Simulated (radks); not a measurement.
Nb26+, configuration [Ne] 3s2 3p3. All-electron calculation, scalar-relativistic Kohn-Sham, r2SCAN, spin-unpolarised, spherical densities, finite nucleus; meta-GGA in the generalised Kohn-Sham scheme; Fermi nuclear charge, rms radius 4.324 fm. Program: a radial shooting solver on a logarithmic mesh with Libxc functionals.

Normalised radial functions P(r) = r R(r), r in bohr:

```
   r/bohr * 3d (the largest magnitude, 1.78, reaches the edge; | marks zero)
 0.003205 *
 0.003613 *
 0.004074 *
 0.004593 *
 0.005179 *
 0.005839 *
 0.006584 *
 0.007423 *
 0.008303 *
 0.009362 *
  0.01056 *
   0.0119 *
  0.01342 *
  0.01513 *
  0.01706 *
  0.01923 *
  0.02169 |*
  0.02445 |*
  0.02757 |*
  0.03108 |*
  0.03505 | *
  0.03951 | *
  0.04455 |  *
  0.05023 |   *
  0.05664 |     *
  0.06386 |       *
    0.072 |         *
  0.08118 |            *
  0.09153 |               *
   0.1032 |                   *
   0.1164 |                       *
   0.1312 |                            *
   0.1479 |                                 *
   0.1668 |                                       *
    0.188 |                                            *
    0.212 |                                                 *
    0.239 |                                                    *
   0.2695 |                                                      *
   0.3039 |                                                      *
   0.3426 |                                                    *
   0.3832 |                                               *
   0.4321 |                                         *
   0.4872 |                                  *
   0.5493 |                          *
   0.6193 |                  *
   0.6983 |           *
   0.7873 |      *
   0.8877 |   *
    1.001 | *
    1.128 |*
    1.272 *
    1.435 *
    1.617 *
    1.824 *
    2.056 *
    2.318 *
```

3d (empty): eigenvalue -1213.1 eV, 0 radial nodes, <r> = 0.338 bohr, 90 % of the charge inside 0.517 bohr.
